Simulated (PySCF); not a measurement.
From computed data to an observable: refractive index and permittivity of the vapour

SnBr2, SMILES [Br][Sn][Br] (connectivity only; charge and spin as stated), neutral, multiplicity 1.

The structure is a stationary point at ωB97X-D3(BJ)/def2-SVP. The isomer is the one that the SMILES or the coordinates give; other isomers of the formula were not compared. The def2 effective core potentials stand for the cores of Sn; spin–orbit coupling is left out.

PySCF with B3LYP/def2-TZVPD gives a mean static polarisability of 89.4 bohr³ and a dipole moment of 3.01 D. Take an ideal gas at 298.15 K and 1 bar, whether or not the substance is that volatile.

**Question.** Work out n − 1 in the optical limit and the static ε − 1.

**Answer.** 
Polarisability volume α' = 89.4 × 0.148185 = 13.25 Å³. Number density N = p/kT = 2.43e-5 Å⁻³.
Dilute limit of Lorentz–Lorenz: n − 1 = 2π N α' = 0.0020.
Orientation term of Debye: μ²/(3kT) = 8.098 Å³ × μ²(D²) = 73.37 Å³.
ε − 1 = 4π N (α' + μ²/3kT) = 0.026. Orientation of the dipole supplies 85 % of the static response; it can't follow optical fields. Vibrational polarisation and dispersion are left out.
